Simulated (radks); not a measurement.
Results of a calculation; reference values are marked as such.
Neutral iridium inside a hard spherical wall (all orbitals vanish at R), configuration held at [Xe] 4f14 5d7 6s2 and not refilled when levels cross. Level of theory: scalar-relativistic Kohn-Sham, PBE, spin-polarised, spherical densities, finite nucleus; open shells are filled with parallel spins first (spin-orbit coupling, left out, can overturn this in heavy ions); Fermi nuclear charge, rms radius 5.4032 fm (a radial shooting solver on a logarithmic mesh with Libxc functionals). Eigenvalues in eV for spin up, with the zero of energy where the potential of the charges vanishes at infinity; a dash marks a level that is unbound or too diffuse for the functional's potential to be trusted. A positive occupied level is held by the wall or, in an anion where self-interaction has pushed it up, behind a barrier. The pressure on the wall is -dE/dV.

[
 {"R (bohr)": "free", "E (hartree)": "-17824.1531", "kinetic (hartree)": "19807.379", "e(4f)": "-62.224", "e(5p)": "-55.418", "e(5d)": "-7.946", "e(6s)": "-6.737", "e(6p, empty)": "-1.361", "e(7s, empty)": "-", "pressure (GPa)": "0"},
 {"R (bohr)": "15", "E (hartree)": "-17824.1531", "kinetic (hartree)": "19807.379", "e(4f)": "-62.224", "e(5p)": "-55.418", "e(5d)": "-7.946", "e(6s)": "-6.737", "e(6p, empty)": "-1.358", "e(7s, empty)": "0.283", "pressure (GPa)": "< 0.0001"},
 {"R (bohr)": "12", "E (hartree)": "-17824.1531", "kinetic (hartree)": "19807.379", "e(4f)": "-62.223", "e(5p)": "-55.417", "e(5d)": "-7.944", "e(6s)": "-6.736", "e(6p, empty)": "-1.336", "e(7s, empty)": "0.717", "pressure (GPa)": "0.000243"},
 {"R (bohr)": "5", "E (hartree)": "-17824.0419", "kinetic (hartree)": "19808.058", "e(4f)": "-59.819", "e(5p)": "-53.105", "e(5d)": "-5.841", "e(6s)": "-4.387", "e(6p, empty)": "3.310", "e(7s, empty)": "20.413", "pressure (GPa)": "14.2"},
 {"R (bohr)": "3.5", "E (hartree)": "-17823.1640", "kinetic (hartree)": "19812.012", "e(4f)": "-51.157", "e(5p)": "-45.441", "e(5d)": "1.503", "e(6s)": "6.442", "e(6p, empty)": "19.378", "e(7s, empty)": "66.865", "pressure (GPa)": "299"},
 {"R (bohr)": "2.5", "E (hartree)": "-17818.4548", "kinetic (hartree)": "19830.478", "e(4f)": "-28.280", "e(5p)": "-26.736", "e(5d)": "23.066", "e(6s)": "47.563", "e(6p, empty)": "73.167", "e(7s, empty)": "191.55", "pressure (GPa)": "4220"},
 {"R (bohr)": "2", "E (hartree)": "-17807.4623", "kinetic (hartree)": "19870.657", "e(4f)": "2.930", "e(5p)": "0.508", "e(5d)": "57.741", "e(6s)": "122.81", "e(6p, empty)": "162.57", "e(7s, empty)": "373.99", "pressure (GPa)": "22900"},
 {"R (bohr)": "1.5", "E (hartree)": "-17762.8331", "kinetic (hartree)": "20018.987", "e(4f)": "78.088", "e(5p)": "84.181", "e(5d)": "162.79", "e(6s)": "356.40", "e(6p, empty)": "421.44", "e(7s, empty)": "858.84", "pressure (GPa)": "185000"}
]
